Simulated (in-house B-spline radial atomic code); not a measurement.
A fraction x of an electron is removed from 2p in F, starting from [He] 2s2 2p5 and keeping the highest spin. Computed with a B-spline radial code for spherical atoms: scalar-relativistic (X2C) LDA exchange-only, spin-polarised, spherical fractional occupations, Fermi nucleus of rms radius 2.8976 fm.

```json
{"x": "0", "E(x) - E(0) (eV)": "0.0000", "2p down level (eV)": "-8.859"}
{"x": "0.09", "E(x) - E(0) (eV)": "0.8529", "2p down level (eV)": "-10.100"}
{"x": "0.16", "E(x) - E(0) (eV)": "1.5943", "2p down level (eV)": "-11.086"}
{"x": "0.32", "E(x) - E(0) (eV)": "3.5526", "2p down level (eV)": "-13.407"}
{"x": "0.49", "E(x) - E(0) (eV)": "6.0479", "2p down level (eV)": "-15.965"}
{"x": "0.5", "E(x) - E(0) (eV)": "6.2083", "2p down level (eV)": "-16.119"}
{"x": "0.52", "E(x) - E(0) (eV)": "6.5338", "2p down level (eV)": "-16.426"}
{"x": "0.71", "E(x) - E(0) (eV)": "9.9363", "2p down level (eV)": "-19.408"}
{"x": "0.84", "E(x) - E(0) (eV)": "12.5952", "2p down level (eV)": "-21.506"}
{"x": "0.91", "E(x) - E(0) (eV)": "14.1407", "2p down level (eV)": "-22.654"}
{"x": "1", "E(x) - E(0) (eV)": "16.2466", "2p down level (eV)": "-24.148"}
```

The exact functional would give a straight line between the two integer points. Deviations E(x) - E(0) - x[E(1) - E(0)], in eV: -0.609 at x = 0.09, -1.005 at x = 0.16, -1.646 at x = 0.32, -1.913 at x = 0.49, -1.915 at x = 0.5, -1.914 at x = 0.52, -1.599 at x = 0.71, -1.052 at x = 0.84, -0.644 at x = 0.91.

The curve lies below the straight line by up to 1.915 eV (at x = 0.5): convex, the delocalisation error that favours fractional charges.

Task: How well does Slater's transition state (minus the level at half occupation) give the ionisation energy?

Result: It gives 16.119 eV against 16.247 eV from the two total energies; NIST lists 17.42 eV, ground level to ground level.
